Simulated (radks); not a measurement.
Results of a calculation; reference values are marked as such.
Ionisation of N, [He] 2s2 2p3, to N+, [He] 2s2 2p2, under several functionals. Non-relativistic Kohn-Sham, spin-polarised, spherical densities, point nucleus; open shells are filled with parallel spins first; a radial shooting solver on a logarithmic mesh with Libxc functionals.

| functional | E(N) (hartree) | Exc (hartree) | IE (eV) | -e(HOMO) (eV) | <r> HOMO (bohr) | IE error (eV) |
|---|---|---|---|---|---|---|
| BLYP | -54.59318 | -6.77061 | 14.735 | 8.082 | 1.433 | +0.201 |
| Wu-Cohen GGA | -54.42957 | -6.59883 | 14.917 | 8.307 | 1.430 | +0.383 |
| RPBE | -54.60823 | -6.78558 | 14.875 | 8.269 | 1.436 | +0.340 |
| exchange-only r2SCAN | -54.40297 | -6.58637 | 14.925 | 8.411 | 1.418 | +0.391 |
| B86b exchange with PBE correlation | -54.58559 | -6.76207 | 14.944 | 8.331 | 1.433 | +0.410 |

NIST Atomic Spectra Database: 14.534 eV (measured). Closest: BLYP. The Delta-SCF values span 0.21 eV, the total energies 0.21 hartree. The highest occupied level is 2p. Open shells are spherical and high-spin; term and fine-structure splittings are not resolved.
